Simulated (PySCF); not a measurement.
NSi, SMILES [Si]#N, multiplicity 2.

The structure is a stationary point at PBE0-D3(BJ)/def2-TZVPD.

Two levels are set side by side: PBE/def2-TZVPD (PySCF) and PBE0/def2-TZVPD (PySCF). Same geometry, gas phase. Differences are taken from unrounded values.

```
quantity                     PBE0   PBE  PBE minus PBE0
---------------------------  ----  ----  --------------
α-spin orbital gap (eV)      6.74  4.47           -2.27
β-spin orbital gap (eV)      3.33  0.83           -2.50
dipole moment (D)            2.73  2.77            0.04
mean polarisability (bohr³)  63.1  43.9           -19.2
```

Rough cost on one machine, each run with all the roots and properties that it gave: PBE0 against PBE within a factor of 2.
